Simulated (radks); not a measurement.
Initial-state core-level shifts of the promethium ion Pm+ when its valence configuration changes from [Xe] 4f5 6s1. Method: scalar-relativistic Kohn-Sham, PBE, spin-polarised, spherical densities, point nucleus; open shells are filled with parallel spins first (spin-orbit coupling, left out, can overturn this in heavy ions); computed with a radial shooting solver on a logarithmic mesh with Libxc functionals. Shifts are changes of the shell-averaged eigenvalues in eV (positive: less bound).

\begin{tabular}{lrrrr}
valence & 3p & 3d & 5s & 5p \\ \hline
4f3 6s1 6p2 & -24.746 & -24.575 & -14.130 & -12.202 \\
4f1 5d2 6s1 6p2 & -47.235 & -46.794 & -21.516 & -18.029 \\
4f5 5d1 & +1.744 & +1.755 & +1.930 & +1.812 \\
4f6 & +7.079 & +7.028 & +4.538 & +3.908 \\
4f4.5 5d1 6p0.5 & -3.345 & -3.297 & -1.265 & -0.984 \\
4f5 6p1 & -1.135 & -1.137 & -1.211 & -1.184 \\
4f4 6s2 & -10.358 & -10.281 & -5.947 & -5.077 \\
4f4 5d1 6s1 & -7.937 & -7.846 & -3.483 & -2.778 \\
4f3 5d2 6s1 & -17.217 & -17.013 & -7.010 & -5.542 \\
\end{tabular}
